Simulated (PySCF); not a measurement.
# Excitation energy of Te+ by level of theory

Te+ [Kr] 4d10 5s2 5p3 (4S) → Te+ [Kr] 4d10 5s1 5p4 (4P), as a difference of total energies. Calculation: PySCF 2.14, in ANO-RCC-VTZP (7s6p4d2f1g, 68 functions); the spin-free X2C one-electron Hamiltonian (Gaussian nucleus). Correlated levels: valence and next inner shell: [Ar] 3d10 frozen. The calculations carry no spin-orbit coupling.

| method | excitation energy (eV) |
| --- | --- |
| UHF | 9.301 |
| MP2 (valence and next inner shell) | 9.717 |
| SCS-MP2 (valence and next inner shell) | 9.621 |
| CCSD (valence and next inner shell) | 9.334 |
| CCSD(T) (valence and next inner shell) | 9.208 |

Problem. How much does correlation contribute at CCSD(T) (valence and next inner shell)?

Solution. 9.208 − (9.301) = -0.093 eV, measured against UHF.

A first-order spin-orbit estimate (lowest level to lowest level, LS coupling) adds -0.289 eV.

The coupled-cluster amplitudes are large for the upper state (T1 above 0.03 or a double amplitude above 0.15), so a single reference is strained.
